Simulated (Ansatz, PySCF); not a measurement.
Caution: the highest occupied level lies above zero, so the state may not be bound. This singlet lies 0.65 eV below the relaxed triplet at the level frozen-core CCSD(T)/aug-cc-pVDZ // B3LYP-D3(BJ)/def2-TZVPD (Ansatz, a program for electronic structure).

B3LYP has the VWN-RPA correlation part, as in Gaussian. 

# H$_{4}$BOSi, SMILES `O[B-][SiH3]` (lower singlet; H–O–B–Si torsion 180°) (charge -1, multiplicity 1)

These are B3LYP-D3(BJ)/def2-TZVPD (PySCF 2.14.0) values and carry that method's errors.

```
Property                        Value
------------  -----------------------
HOMO                          0.93 eV
total energy             -392.0337 Ha
cost          roughly 22 core-seconds
```

```xyz
7

O      1.9753     0.0290    -0.3323
B      0.9687    -0.6328     0.3676
Si    -0.9541     0.1477     0.0280
H      2.8043    -0.3984    -0.1115
H     -1.8353    -0.9741    -0.4511
H     -1.5526     0.5107     1.3601
H     -1.4063     1.3178    -0.8608
```
Charge -1, spin multiplicity 1.
